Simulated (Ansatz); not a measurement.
Geometry optimisation, RKS PBE0/def2-SVP in Ansatz.

Input file:

```yaml
crystal:
  periodic: [false, false, false]
  atoms:
    - { symbol: Ti, position_ang: [0.0, 0.0, 0.0] }
    - { symbol: Cl, position_ang: [0.0, 0.0, 2.72] }
    - { symbol: O, position_ang: [1.8106, 0.0, -0.6394] }
    - { symbol: H, position_ang: [2.1269, -0.9521, -0.756] }
    - { symbol: O, position_ang: [-0.9043, 1.5667, -0.6394] }
    - { symbol: H, position_ang: [-1.8621, 1.336, -0.8617] }
    - { symbol: O, position_ang: [-0.9043, -1.5667, -0.6394] }
    - { symbol: H, position_ang: [-1.359, -2.0324, 0.133] }
    - { symbol: S, position_ang: [1.416, 2.1354, 0.8514] }
    - { symbol: H, position_ang: [2.4929, 1.7005, 1.6331] }
    - { symbol: H, position_ang: [0.8437, 1.2724, 2.1635] }
basis:
  gaussian: { orbitals: def2-SVP }
hamiltonian:
  xc: pbe0
relax:
  f_tol: 0.15
  max_steps: 25
  restrain:
    - { distance: [0, 8], at: 2.4, k: 30.0 }
    - { distance: [10, 1], at: 1.37, k: 30.0 }
    - { distance: [0, 1], at: 3.57, k: 30.0 }
    - { distance: [10, 8], at: 2.6, k: 30.0 }
```

Run as:

```bash
$ ansatz run input.yaml --threads 4 --pin off --max-ram 5120MiB --backend cpu --events-out ev --progress --plain --runs-dir out
```

Q: Where does it end, and by what steps?

A: The run converged. The restraints hold the end off the free minimum; the threshold counts their pulls, which the force column leaves out. Restrained pairs: Ti1–S9 (2.70 → 2.39 Å), Cl2–H11 (1.62 → 1.34 Å), Ti1–Cl2 (2.72 → 3.57 Å), S9–H11 (1.67 → 2.59 Å). After 21 steps the energy has fallen by 2.719 eV (the restraints' own energy left out); Cl2 moved furthest, 1.76 Å.

| step | energy less start (eV) | largest force component (eV/Å) | accepted |
| --- | --- | --- | --- |
| 0 | 0.0000 | 3.258 | yes |
| 1 | 0.1603 | 3.020 | yes |
| 2 | 0.2542 | 3.106 | yes |
| 3 | -0.2088 | 2.736 | yes |
| 4 | -1.1131 | 1.898 | yes |
| 5 | -1.6188 | 1.291 | yes |
| 6 | -1.9651 | 0.929 | yes |
| 7 | -2.1532 | 0.975 | yes |
| 8 | -2.2738 | 0.902 | yes |
| 9 | -2.3447 | 0.965 | yes |
| 10 | -2.3783 | 1.381 | yes |
| 11 | -2.4356 | 0.996 | yes |
| 12 | -2.4797 | 0.960 | yes |
| 13 | -2.5392 | 0.846 | yes |
| 14 | -2.5736 | 0.857 | yes |
| 15 | -2.5953 | 0.962 | yes |
| 16 | -2.6460 | 0.764 | yes |
| 17 | -2.6673 | 0.774 | yes |
| 18 | -2.6632 | 1.002 | yes |
| 19 | -2.7060 | 0.806 | yes |
| 20 | -2.6911 | 0.811 | no |
| 21 | -2.7187 | 0.809 | yes |

```xyz
11
Properties=species:S:1:pos:R:3
Ti 0.042 0.510 -0.305
Cl 1.009 -1.435 2.534
O 1.484 -0.465 -0.621
H 1.889 -1.127 -0.045
O -0.481 1.239 -1.833
H -1.348 1.592 -2.064
O -1.278 -0.314 0.522
H -1.161 -0.991 1.205
S 0.637 2.164 1.313
H 1.846 2.381 0.738
H 1.022 -0.095 2.520
```

The run took 84 s on 4 threads of Arm Neoverse V1, on a shared host, peak memory 0.4 GiB.
